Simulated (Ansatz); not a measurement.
Reactions of `O=[CH][GeH2][AlH2]`.

Program: Ansatz. Geometries: PBE0-D4/def2-TZVP. ΔE: electronic, gas phase. CCSD(T)/CBS is the MP2 limit (def2-TZVPP, def2-QZVPP) plus CCSD(T) − MP2 in def2-TZVPP, frozen cores. This one scheme is used for every species. Double bonds are as drawn, so ΔE can hold a change between cis and trans. Functionals use def2-TZVPP. For Ge, Se outer-core shells are correlated without core-valence functions, which leaves a few kJ/mol of doubt a bond. Scalar relativity is left out up to krypton. Each species was taken in one conformer, which may not be the lowest.

```
                                                                                 reaction  PBE-D4 (kJ/mol)
                                `O=[CH][GeH2][AlH2]` + H–F → `[F][AlH2]` + `O=[CH][GeH3]`             -138
                             `O=[CH][GeH2][AlH2]` + CH₃OH → `C[O][AlH2]` + `O=[CH][GeH3]`              -89
             `O=[CH][GeH2][AlH2]` + `C[NH][AlH2]` → `C[N]([AlH2])[AlH2]` + `O=[CH][GeH3]`              -37
                               `O=[CH][GeH2][AlH2]` + `S=CS` → `[AlH2][GeH3]` + `O=CSC=S`              -26
                                       `O=[CH][GeH2][AlH2]` + H₂ → `[AlH2][GeH3]` + `C=O`              -25
                                   `O=[CH][GeH2][AlH2]` + H–F → `[F][GeH2][AlH2]` + `C=O`              -53
         `O=[CH][GeH2][AlH2]` + `O/C=C/[SiH3]` → `O/C=[CH]\[AlH2]` + `O=[CH][GeH2][SiH3]`               -6
              `O=[CH][GeH2][AlH2]` + `C=C[SiH2]S` → `C=C[SiH2][S][AlH2]` + `O=[CH][GeH3]`              -84
`O=[CH][GeH2][AlH2]` + `C=[C]([GeH3])[SeH]` → `O=[CH][GeH2][SeH]` + `C=[C]([AlH2])[GeH3]`              -62
                                           `O=[CH][GeH2][AlH2]` → `[CH2]1[O][AlH][GeH2]1`             -141
```

Problem. Give the CCSD(T)/CBS values in the same order. (Best estimate.)

Solution. The calculation gave: -155, -104, -52, -20, -37, -60, -2, -95, -75, -152 kJ/mol.

Largest T1 diagnostic: 0.019, for `O=CSC=S`.
